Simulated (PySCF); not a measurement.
Si(H)(NHSiH3)(Me)2 (C2H11NSi2), SMILES C[SiH](C)N[SiH3]. Geometry: PBE-D3(BJ)/def2-SVP. Other conformers were not sampled.

Computed equilibrium geometry at PBE-D3(BJ)/def2-SVP (PySCF confirms it by a frequency run) as a Z-matrix (one conformer of several):
```
Si
N 1 1.7633
H 2 1.0247 1 115.93
Si 2 1.7510 3 114.25 1 170.36
H 4 1.5051 2 107.45 3 14.41
H 4 1.5064 5 109.07 2 -120.85
H 4 1.5109 5 108.07 6 -115.59
H 1 1.5133 2 110.91 3 63.33
C 1 1.8853 8 109.00 2 -118.28
H 9 1.1091 1 111.22 8 -178.02
H 9 1.1091 10 108.01 1 -120.87
H 9 1.1095 10 108.13 11 -116.02
C 1 1.8869 8 107.77 2 120.55
H 13 1.1091 1 110.83 8 177.44
H 13 1.1096 14 107.92 1 -122.06
H 13 1.1098 14 108.40 15 -116.09
```
